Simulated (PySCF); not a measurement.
# Ionisation energy of Pr³⁴⁺ by level of theory

Pr³⁴⁺ [Ar] 3d7 (4F) → Pr³⁵⁺ [Ar] 3d6 (5D), as a difference of total energies. Computed with PySCF 2.14 in an uncontracted even-tempered set (18 s from 5.3 bohr⁻², ratio 2.5; 13 p from 6.9 bohr⁻², ratio 2.5; 8 d from 6.9 bohr⁻², ratio 2.5; 4 f from 30 bohr⁻², ratio 2.7; 3 g from 45 bohr⁻², ratio 2.7), with the spin-free X2C one-electron Hamiltonian (Gaussian nucleus). Correlated levels: outer shells: [Ne] frozen; virtual orbitals above 40 to 60 times the deepest correlated orbital energy dropped. The calculations carry no spin-orbit coupling.

| method | ionisation energy (eV) |
| --- | --- |
| UHF | 2306.4 |
| LDA | 2306.7 |
| PBE | 2307.4 |
| PBE0 | 2307.6 |
| r2SCAN | 2308.8 |
| MN15 | 2298.4 |
| r2SCANh | 2308.7 |
| MP2 (outer shells) | 2307.6 |
| SCS-MP2 (outer shells) | 2307.7 |

Spin-orbit coupling is strong in these open shells (close to jj coupling). The scalar numbers leave it out and a first-order estimate fails, so it can dominate the gap to the real levels.

Breit and QED terms and the two-electron picture change are absent.

For comparison: 2304 ± 5 eV (theoretical estimate listed by NIST; NIST Atomic Spectra Database, ionization energies).
